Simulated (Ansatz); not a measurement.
Compare A (`[BH2][GeH2][SiH2]C`) with its isomer B (`C[SiH2][BH][GeH3]`).

Program: Ansatz. Geometries: PBE0-D4/def2-TZVP. ΔE: electronic, gas phase. CBS: MP2 limit from def2 TZ/QZ plus the TZ coupled-cluster correction, frozen cores. DFT in def2-TZVPP. B3LYP here is the variant with VWN-RPA as its local correlation; programs differ in this. For Ge outer-core shells are correlated without core-valence functions, which leaves a few kJ/mol of doubt a bond. Scalar relativity is left out up to krypton. Each species was taken in one conformer, which may not be the lowest.

A:

Z-matrix (Å, degrees):
```
Ge
Si 1 2.398
B 1 2.038 2 105.9
H 1 1.540 2 107.9 3 122.7
H 1 1.542 2 106.6 3 -121.3
C 2 1.875 1 111.2 3 63.9
H 2 1.490 1 108.3 3 -174.7
H 2 1.490 1 109.0 3 -57.9
H 3 1.195 1 120.6 2 -84.1
H 3 1.195 1 120.8 2 90.6
H 6 1.092 2 110.7 1 58.4
H 6 1.092 2 110.7 1 178.3
H 6 1.092 2 111.0 1 -61.6
```

B:

Z-matrix (Å, degrees):
```
C
Si 1 1.875
H 1 1.093 2 110.8
H 1 1.092 2 111.0 3 -120.0
H 1 1.092 2 110.7 3 119.7
B 2 2.004 1 115.1 3 -64.7
H 2 1.499 1 109.7 3 180.0
H 2 1.492 1 110.0 3 62.8
Ge 6 2.057 2 123.1 1 -18.5
H 6 1.197 2 119.3 1 162.4
H 9 1.541 6 113.6 2 -25.9
H 9 1.539 6 114.8 2 -151.0
H 9 1.546 6 106.0 2 90.8
```

Task: Which isomer does CCSD(T)/CBS put lower? Give the gap. (Estimate.)

Result: Ansatz gave: A, by 35.4 kJ/mol.

Task: Give E(B) − E(A) in kJ/mol with HF/def2-TZVPP, B2PLYP, B3LYP, CCSD(T)/def2-TZVPP, CCSD/def2-TZVPP, ωB97M-V, PBE-D4. (An estimate is asked.)

Result: Ansatz gave: HF/def2-TZVPP 31.8, B2PLYP 35.8, B3LYP 34.4, CCSD(T)/def2-TZVPP 33.7, CCSD/def2-TZVPP 33.1, ωB97M-V 34.2, PBE-D4 33.4. None reverses the order clearly.

Task: Does the order hold for the free energy at 298.15 K (harmonic terms from PBE0-D4)? (An estimate is asked.)

Result: Computed: Yes: G(B) − G(A) = +30.5 kJ/mol, for one conformer each. Modes under 60 cm⁻¹, often nearly free rotors, make the harmonic entropy too high.

Largest T1 diagnostic: 0.012.

Leaving LDA and LC-ωPBE aside and taking each functional with its dispersion term where it has one, the values, not all of them listed here, spread over 11.8 kJ/mol, from B97M-V to B2PLYP. LDA lies −4.0 kJ/mol from PBE without D4. At CCSD(T), def2-SVP lies −7.5 kJ/mol from the extrapolated value and def2-TZVPP −1.7 kJ/mol.
